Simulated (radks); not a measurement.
Values are calculated unless marked as measured or tabulated.
The table gives one normalised radial function P(r) = r R(r) of Ru22+ in [Ar] 3d4 (r in bohr). Code: a radial shooting solver on a logarithmic mesh with Libxc functionals. Model: scalar-relativistic Kohn-Sham, PBE, spin-polarised, spherical densities, finite nucleus; open shells are filled with parallel spins first (spin-orbit coupling, left out, can overturn this in heavy ions); Fermi nuclear charge, rms radius 4.4809 fm.

r	P
0.001983	0.0000
0.002481	0.0000
0.003104	0.0001
0.003852	0.0002
0.004819	0.0003
0.006029	0.0006
0.007483	0.0010
0.009362	0.0019
0.01171	0.0036
0.01454	0.0066
0.01819	0.0121
0.02275	0.0220
0.02824	0.0387
0.03533	0.0681
0.0442	0.1174
0.05485	0.1936
0.06862	0.3148
0.08585	0.4920
0.1066	0.7229
0.1333	1.0179
0.1668	1.3372
0.2086	1.6166
0.259	1.7669
0.324	1.7217
0.4053	1.4503
0.503	1.0395
0.6293	0.5949
0.7873	0.2606
0.9771	0.0854
1.222	0.0177

Which n and l does it have? It may be an empty orbital.

Answer. n = 3, l = 2: the number of nodes gives n - l - 1 = 0, the rise at small r (about r^(l+1), flatter next to the nucleus through relativity) gives l, and the extent must fit the shell. The curve is that of 3d up; the table hardly tells the two spins apart. 3d up: eigenvalue -1017.6 eV, 0 radial nodes, <r> = 0.336 bohr, 90 % of the charge inside 0.520 bohr.
